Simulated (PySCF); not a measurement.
Adding and removing an electron: SrLi

PBE0; basis Sr def2-SVP with ECP28, Li def2-SVP; scalar-relativistic core potentials; PySCF 2.14. Neutral (UKS): doublet (σ ↑), Re = 3.641 Å, ωe = 174 cm⁻¹, De = 0.34 eV, HOMO -3.23 eV, LUMO -1.65 eV.

SrLi⁺ (UKS): singlet (closed shell), Re = 3.429 Å, ωe = 230 cm⁻¹, De = 1.41 eV to Sr + Li⁺. The energies at the minima are -38.13965 hartree for SrLi and -37.97773 for SrLi⁺.

**Question.** Work out the adiabatic ionisation energy, without and with harmonic zero-point energies (1 hartree = 27.2114 eV, 1 eV = 8065.5 cm⁻¹), and the change of the bond length.

**Answer.** At PBE0: 0.16192 hartree = 4.406 eV between the minima; the zero-point term (230.0 − 174.0)/2 cm⁻¹ = +0.003 eV makes it 4.410 eV. Re changes by -21.2 pm against the neutral. The electron leaves a σ orbital, and the shorter bond of the ion fits an antibonding orbital, or a change in how ionic the bond is.

Closed-shell solutions of metal pairs were not tested for spin polarisation, which can lower them a little. Weak bonds: SrLi. Basis-set superposition, not corrected here, can be much of De in a small basis, most of all at correlated wavefunction levels. For an ion De counts to the pair picked by the measured ionisation energies or electron affinities, which need not be the lowest pair at this level. States were picked by a PBE0 search and need not be the measured ground states.
